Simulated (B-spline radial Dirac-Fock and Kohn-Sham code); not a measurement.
**What relativity does to the binding energies of Kr⁴⁺**

System: Kr⁴⁺, configuration [Ar] 3d10 4s2 4p2.

Both columns are ΔSCF binding energies of the configuration average from a radial B-spline solver: non-relativistic Hartree-Fock with a point nucleus, and Dirac-Fock with a finite nucleus and the Coulomb interaction alone, averaged over the two j levels with weights 2j+1.

```tsv
shell	Hartree-Fock (eV)	Dirac-Fock (eV)	shift (eV)	shift (%)
1s	14163.8	14421.6	+257.86	+1.82
2s	1936.1	1995.0	+58.87	+3.04
2p	1746.2	1760.6	+14.35	+0.82
3s	346.0	356.2	+10.24	+2.96
3p	277.1	279.5	+2.39	+0.86
3d	154.3	152.5	-1.89	-1.22
4s	77.48	78.84	+1.36	+1.75
4p	62.30	62.50	+0.20	+0.32
```

Relativity binds 1s, 2s, 2p, 3s, 3p, 4s, 4p more strongly, among those listed most of all 2s in relative terms, and 3d more weakly, because the contracted s and p shells screen the nucleus better.

Values without a named source are computed, but for edge energies of neutral atoms, which are taken from tables.
